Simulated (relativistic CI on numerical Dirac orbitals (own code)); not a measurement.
**Spin-allowed bands of a d2 ion in an octahedral site, by hand**

Problem. Take Δ = 29200 cm⁻¹ and B = 750 cm⁻¹ for a d2 ion in an octahedral site. Calculate the three spin-allowed bands.

Working.
1. The terms of highest spin are 3F (energy 0) and 3P (15B = 11250 cm⁻¹). Here the F term splits into A2 at +1.2Δ = 35040, T2 at +0.2Δ = 5840 and T1 at −0.6Δ = -17520 cm⁻¹.
2. The two T1 states mix through the element 0.4Δ: H = [[-17520, 11680], [11680, 11250]], with roots ½(H₁₁ + H₂₂) ∓ ½√[(H₂₂ − H₁₁)² + 4H₁₂²] = ½(-6270) ∓ ½(37059) = -21665 and 15395 cm⁻¹.
3. The ground term is 3T1 at -21665 cm⁻¹.
4. Bands: 3T2 27505 cm⁻¹ (364 nm), 3T1(P) 37059 cm⁻¹ (270 nm), 3A2 56705 cm⁻¹ (176 nm).

Check. Exact diagonalisation of the whole d2 shell with these parameters gives 3T2 27505, 3T1 37059, 3A2 56705 cm⁻¹. The match is exact, since without spin-orbit coupling no other term has this spin. The ratio of the second band to the first, 1.347, depends on Δ/B = 38.9 alone, which is how a Tanabe-Sugano diagram is read.
